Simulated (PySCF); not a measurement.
A structure optimised at PBE0-D3(BJ)/def2-SVP, used in a PySCF frequency run:

```
C
F 1 1.3814
H 1 1.1043 2 107.63
C 1 1.4974 3 109.36 2 -117.32
C 4 1.3311 1 125.99 3 -36.82
H 5 1.0915 4 123.44 1 -178.91
H 4 1.0948 5 118.03 6 -0.50
C 1 1.5143 3 109.71 2 118.53
H 8 1.0993 1 110.00 3 59.04
H 8 1.0998 9 108.86 1 120.53
H 8 1.0999 9 108.77 10 118.29
Cl 5 1.7305 6 113.46 4 -179.57
```
Charge 0, spin multiplicity 1.

Question: Write its SMILES and formula.

Answer: C[C@@H](F)/C=C\Cl, C4H6ClF

Question: What are its rotational constants (standard atomic weights)?

Answer: 5.6489, 1.4828, 1.3389 GHz
